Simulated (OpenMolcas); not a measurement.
An atom or ion with 72 electrons was computed by SS-RASPT2, IPEA 0.25 Eh, imaginary shift 0.1 Eh with spin-orbit coupling (OpenMolcas, ANO-RCC-VQZP, DKH2). The lowest levels that the run gave, each within 12 % of the measured value where one is at hand:

```json
{"J": "0", "Parity": "even", "E (cm⁻¹)": "0.0", "g": ""}
{"J": "1", "Parity": "even", "E (cm⁻¹)": "3400", "g": "1.500"}
{"J": "2", "Parity": "even", "E (cm⁻¹)": "6520", "g": "1.480"}
{"J": "3", "Parity": "even", "E (cm⁻¹)": "9040", "g": "1.463"}
{"J": "4", "Parity": "even", "E (cm⁻¹)": "10870", "g": "1.420"}
{"J": "0", "Parity": "even", "E (cm⁻¹)": "15870", "g": ""}
{"J": "4", "Parity": "even", "E (cm⁻¹)": "18020", "g": "0.956"}
{"J": "3", "Parity": "even", "E (cm⁻¹)": "21320", "g": "0.907"}
{"J": "1", "Parity": "even", "E (cm⁻¹)": "21420", "g": "1.418"}
{"J": "2", "Parity": "even", "E (cm⁻¹)": "21690", "g": "0.797"}
{"J": "5", "Parity": "even", "E (cm⁻¹)": "22240", "g": "1.070"}
{"J": "6", "Parity": "even", "E (cm⁻¹)": "24100", "g": "1.127"}
```

**Question.** Which ion is it, and what are the configurations and terms?

**Answer.** Re IV (Z = 75, charge +3; active space 10 electrons in 8 orbitals (RAS1 5p, at most 2 holes; RAS2 5d)). J, parity and g give the terms where levels are pure, and mixed ones are named by the computed weights; the size of the splittings, set against known spectra of the 72-electron sequence, gives the charge. In order, with the measured energies in cm⁻¹ (the list in Brasseur, Gamrath and Quinet, At. Data Nucl. Data Tables 157, 101636 (2024)): 5d⁴ ⁵D₀ [66 %], 5d⁴ ⁵D₁ (3084), 5d⁴ ⁵D₂ (5979), 5d⁴ ⁵D₃ (8350), 5d⁴ ⁵D₄ [75 %] (10121), 5d⁴ ³P₀(1) [55 %], 5d⁴ ³H₄ [58 %] (16946), 5d⁴ ³G₃ [60 %] (19817), 5d⁴ ³P₁(1) (19340), 5d⁴ ³F₂(1) [70 %] (19851), 5d⁴ ³H₅ (20930), 5d⁴ ³H₆ (22896).

Term energies are means over components that CASPT2 splits; among the terms shown or strongly mixed into the levels shown the widest spread is 200 cm-1 (5d⁴ ³H). Active for correlation alone: 5p; no level in the range computed is led by a configuration that opens it, so any true level of that kind is missing. The CASPT2 spread within a term exceeds the gap to the next term for 5d⁴ ³P(1) and 5d⁴ ³H, so the order of their levels is uncertain. Computed and measured levels are paired by configuration, term and J; levels that our copy of the source lacks, or whose pairing is in doubt (as where it misses far off the trend of its configuration), stay unpaired and out of the deviations. Only configurations of the active space appear.

A share in square brackets marks a mixed level and gives the weight of the term that names it. A number in round brackets counts repeated terms of one configuration in the order of the reference energies.
